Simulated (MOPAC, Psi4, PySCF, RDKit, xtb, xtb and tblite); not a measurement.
Two geometries of SMILES C(=O)([SiH2]c1sccc1)OC (C6H8O2SSi), relaxed at GFN2-xTB with one dihedral held; other torsions can differ between them too.

Structure A

```
18

C      3.8749     0.0657    -0.4779
O      2.6770    -0.4101     0.1294
C      1.4990    -0.0361    -0.3907
O      1.3679     0.9134    -1.1229
Si     0.2286    -1.4329    -0.0725
C     -1.4892    -0.7478    -0.3231
C     -1.8751     0.4813    -0.7811
C     -3.2729     0.6471    -0.8516
C     -3.9468    -0.4605    -0.4458
S     -2.8864    -1.7250     0.0277
H      3.6278     0.7052    -1.3274
H      4.4485     0.6347     0.2548
H      4.4461    -0.8037    -0.8029
H      0.4414    -1.9564     1.2769
H      0.5386    -2.4625    -1.0740
H     -1.1629     1.2366    -1.0611
H     -3.7541     1.5481    -1.1881
H     -5.0064    -0.6152    -0.3940
```

Structure B

```
18

C      0.5428    -1.0216     1.1792
O      0.5560     0.2238     0.5169
C      1.2727     0.3598    -0.6176
O      1.5844     1.4702    -0.9697
Si     1.5711    -1.1157    -1.8219
C     -0.1299    -1.7691    -2.2583
C     -1.3579    -1.2058    -2.0453
C     -2.4293    -1.9704    -2.5493
C     -2.0096    -3.1150    -3.1485
S     -0.3013    -3.2770    -3.1086
H      1.5407    -1.2785     1.5421
H     -0.1308    -0.9021     2.0263
H      0.1728    -1.8213     0.5307
H      2.3543    -2.1802    -1.1791
H      2.2622    -0.5627    -2.9816
H     -1.4854    -0.2656    -1.5371
H     -3.4619    -1.6813    -2.4690
H     -2.6001    -3.8793    -3.6135
```

Which is lower in energy at the level B3LYP-D3(BJ)/def2-SVP // GFN2-xTB run with Psi4, and by how much?

A is lower, by 21.77 kJ/mol (dihedral C1–O2–C3–Si5: 150° in A, 30° in B).

E(B) − E(A) in kJ/mol at the other levels, on the same two geometries: GFN2-xTB (xtb and tblite) 23.44; MMFF94 // GFN2-xTB (RDKit) 20.52; B3LYP/def2-SVP // GFN2-xTB (Psi4) 28.51; PBE/def2-SVP // GFN2-xTB (Psi4) 25.39; PBE-D3(BJ)/def2-SVP // GFN2-xTB (Psi4) 21.27; UFF // GFN2-xTB (RDKit) -43.36; PM7, restricted, heats of formation // GFN2-xTB (MOPAC) 45.41; PM6, restricted, heats of formation // GFN2-xTB (MOPAC) 38.05; GFN1-xTB // GFN2-xTB (xtb) 33.58; restricted B3LYP/6-31G*, spherical d, density fitting // GFN2-xTB (PySCF) 28.49; restricted BP86/6-31G*, spherical d, density fitting // GFN2-xTB (PySCF) 26.08; restricted Hartree-Fock/STO-3G // GFN2-xTB (PySCF) 20.02; restricted Hartree-Fock/6-31G*, spherical d, density fitting // GFN2-xTB (PySCF) 31.29.
